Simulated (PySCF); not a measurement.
A calculated (M06-2X, PySCF 2.14, x2c-QZVPPall, the spin-free X2C one-electron Hamiltonian (Gaussian nucleus)) atom or ion has these occupied shells.

| shell | electrons | orbital energy (eV) | rms radius, mean of both spins (bohr) |
| --- | --- | --- | --- |
| 1s α | 1 | -4016.0 | 0.0890 |
| 1s β | 1 | -4016.0 | 0.0890 |
| 2s α | 1 | -437.97 | 0.395 |
| 2s β | 1 | -437.86 | 0.395 |
| 2p α | 3 | -355.90 | 0.362 |
| 2p β | 3 | -355.78 | 0.362 |
| 3s α | 1 | -56.996 | 1.26 |
| 3s β | 1 | -56.499 | 1.26 |
| 3p α | 3 | -35.945 | 1.40 |
| 3p β | 3 | -35.282 | 1.40 |
| 3d α | 1 | -8.300 | 2.71 |

(1) Name the element and its charge.

Answers

(1) Ca⁺ (calcium, charge +1), in [Ar] 3d1, 2D determinant (an excited configuration).
